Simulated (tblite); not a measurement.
C2H2BF2N.
Structure used (GFN2-xTB), in Å, numbered top down from 1:
```
atom  x, y, z in Å
F1     2.1402   -1.0264    0.3534
B2     1.2250   -0.2134   -0.1354
F3     1.7052    0.8240   -0.7917
C4    -0.2891   -0.4433    0.0983
C5    -1.2505    0.6792    0.0990
N6    -1.3061    0.0204   -0.9468
H7    -0.5910   -1.3345    0.6431
H8    -1.6246    1.5034    0.6554
```

Method: GFN2-xTB as coded in tblite; computed harmonic values from a numerical Hessian at the method's own geometry, unscaled. Errors from tens to a few hundred cm⁻¹ against measured bands are possible. One conformer, not necessarily the lowest.

Harmonic wavenumbers (cm⁻¹): 84.5, 153.0, 205.8, 364.2, 490.1, 562.4, 737.7, 786.3, 802.9, 899.7, 1011.3, 1157.7, 1233.2, 1285.5, 1323.9, 1829.7, 3010.2, 3234.7.

A = 8074, B = 2541, C = 2133 MHz; mass 89.025 u (most abundant isotopes); point group C1, symmetry number 1.

What is the zero-point energy?

½Σν̃ = 9586 cm⁻¹ = 114.68 kJ/mol.

What is S at 350 K and 1 bar for an ideal gas of classical rigid rotors and harmonic oscillators?

Translation 168.17, rotation 112.45, vibration 59.28: S = 339.9 J/(mol K).

And Cp and H(350 K) − H(0)?

Cp = 97.90 J/(mol K), of which vibrations give 64.65 (their classical limit is 18 R = 149.7); H(350 K) − H(0) = 22.95 kJ/mol without the zero-point energy, 11.31 from vibrations.

What must be added to the electronic energy to get the Gibbs energy at 350 K and 1 bar?

ZPE + [H(350 K) − H(0)] − T·S = 114.68 + 22.95 − 118.97 = 18.66 kJ/mol.

Blend soft modes into free rotors: weight 1/[1 + (100 cm⁻¹/ν̃)⁴] for the oscillator and the rest for a rotor with moment μB/(μ + B), μ = h/(8π²ν), B = 10⁻⁴⁴ kg m². What vibrational entropy results?

56.51 J/(mol K) in place of 59.28, which changes −T·S at 350 K by +0.97 kJ/mol.

How do the functions run with temperature in this model?

```json
{"T (K)": "100", "S (J/(mol K))": "251.5", "Cp (J/(mol K))": "52.3", "H − H(0) (kJ/mol)": "4.14", "G − H(0) (kJ/mol)": "-21.01", "ln q(vib)": "0.53"}
{"T (K)": "200", "S (J/(mol K))": "293.3", "Cp (J/(mol K))": "70.5", "H − H(0) (kJ/mol)": "10.28", "G − H(0) (kJ/mol)": "-48.39", "ln q(vib)": "1.59"}
{"T (K)": "300", "S (J/(mol K))": "325.5", "Cp (J/(mol K))": "89.2", "H − H(0) (kJ/mol)": "18.27", "G − H(0) (kJ/mol)": "-79.38", "ln q(vib)": "2.69"}
{"T (K)": "500", "S (J/(mol K))": "378.6", "Cp (J/(mol K))": "118.9", "H − H(0) (kJ/mol)": "39.31", "G − H(0) (kJ/mol)": "-149.98", "ln q(vib)": "4.90"}
{"T (K)": "800", "S (J/(mol K))": "440.5", "Cp (J/(mol K))": "143.6", "H − H(0) (kJ/mol)": "79.12", "G − H(0) (kJ/mol)": "-273.28", "ln q(vib)": "8.03"}
{"T (K)": "1000", "S (J/(mol K))": "473.6", "Cp (J/(mol K))": "153.1", "H − H(0) (kJ/mol)": "108.84", "G − H(0) (kJ/mol)": "-364.78", "ln q(vib)": "9.92"}
```

q(vib) and H(0) count from the zero-point level.

Which modes carry the vibrational entropy at 350 K?

84.5 cm⁻¹: 17.15; 153.0 cm⁻¹: 12.31; 205.8 cm⁻¹: 9.95; 364.2 cm⁻¹: 5.69; 490.1 cm⁻¹: 3.77; 562.4 cm⁻¹: 2.98 J/(mol K); the other 12 give 7.43 together.

Hindered rotation and anharmonicity are outside this model. Other conformers, if any are populated, would add a mixing term that is left out. The structure is chiral; the term R ln 2 for an equal mix with its mirror image is left out.
